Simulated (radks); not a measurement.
Q: Successive ionisation energies (eV) of one element, from differences of total energies of ions in their ground configurations, starting at charge 22: 1011.5, 1064.1, 1117.1, 1223.7, 1272.4, 3129.6, 3280.6, 3433.7, 3588.9, 3745.5, 3902.9, 4125.0, 4248.6, 18015.7, 18529.5. Method: non-relativistic Kohn-Sham, LDA (Slater exchange, Perdew-Wang correlation), spin-unpolarised, spherical densities, point nucleus; relativity is left out, which matters for an element this heavy; computed with a radial shooting solver on a logarithmic mesh with Libxc functionals. Which element is it?

A: Rubidium (Z = 37). The first species listed is Rb22+ in [Ne] 3s2 3p3, the last Rb36+ in 1s1.
